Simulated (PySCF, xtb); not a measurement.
Mg(SH)2 (H2MgS2), SMILES [SH][Mg][SH].

GFN2-xTB (xtb) at its own geometry gives an orbital gap of 2.05 eV and a dipole moment of 0.71 D.

The structure is a stationary point at B3LYP-D3(BJ)/def2-TZVP. One conformer was computed; it need not be the lowest.

**Question.** What does PBE/def2-TZVPD in PySCF give? (Estimate from the structure and the level; the computed values follow.)

**Answer.** gap 3.92 eV (levels -6.14 and -2.23 eV), dipole 0.79 D.
